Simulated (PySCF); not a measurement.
Si⁺ (silicon, charge +1) across methods

[Ne] 3s1 3p1 3d1, one real determinant (an excited configuration). Computed with PySCF 2.14 in aug-cc-pCVQZ-DK (10s9p7d5f3g, 134 functions), with the spin-free X2C one-electron Hamiltonian (Gaussian nucleus).

```
 method  E (hartree)  mean ε 3s α (eV)  mean ε 3p α (eV)  mean ε 3d α (eV)  Σ⟨r²⟩ (bohr²)   ⟨S²⟩
    UHF   -288.67874           -28.242           -19.715            -7.561          31.07  3.750
r2SCAN0    -289.1354           -24.288           -16.286            -6.522          28.52  3.750
   PBE0    -289.0475           -23.983           -16.078            -6.599          28.43  3.750
    PBE    -289.0316           -22.446           -14.789            -6.126          27.97  3.750
    LDA    -288.0010           -22.536           -14.757            -6.012          28.09  3.750
 r2SCAN    -289.1471           -22.887           -15.100            -6.067          27.99  3.750
   TPSS    -289.1922           -22.545           -14.870            -6.069          27.88  3.750
```

Task: Estimate the same row for M06.

Result: E (hartree) = -289.1527; mean ε 3s α (eV) = -23.853; mean ε 3p α (eV) = -15.674; mean ε 3d α (eV) = -6.492; Σ⟨r²⟩ (bohr²) = 28.54; ⟨S²⟩ = 3.750.

⟨L²⟩ = 8.03 against 12 for a pure F term, so this real determinant mixes terms. The outer electron is Rydberg-like, and this basis confines it to a smaller radius and binds it less than a complete one would.
